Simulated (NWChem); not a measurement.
Species: C₂HBCl₂; SMILES C#CB(Cl)Cl

```xyz
6

B      0.0005     0.0000    -0.0013
C      0.0314    -1.5146     0.0013
C      0.0548    -2.7317     0.0043
H      0.0753    -3.8076     0.0074
Cl     1.4902     0.9139    -0.0026
Cl    -1.5268     0.8498    -0.0026
```
Atoms are numbered in this order, from 1.

Results from NWChem. STO-3G and 3-21G are far too small for this property and stand as cheap habits. Coordinates come from a PBE0/def2-SVP optimisation. GIAO values for the isolated, static molecule; σ is the absolute isotropic shielding, δ = σ(reference) − σ with the isolated reference molecule computed at the same levels (11B: boron trifluoride, 13C: tetramethylsilane, 1H: tetramethylsilane).

For level Hartree-Fock/STO-3G:

```
Quantity     Result
-----------  ------
δ B1 (ppm)     40.0
δ C2 (ppm)     56.9
δ C3 (ppm)    120.2
δ H4 (ppm)     5.62
σ Cl5 (ppm)  1009.9
```

Question: What are these values for level LDA (Slater exchange, VWN5)/pcSseg-1?

Answer: The δ B1 (ppm) comes out as 33.1 and the δ C2 (ppm) is 99.0. The δ C3 (ppm) is 117.2, the δ H4 (ppm) comes out as 3.53 and the σ Cl5 (ppm) comes out as 571.0.
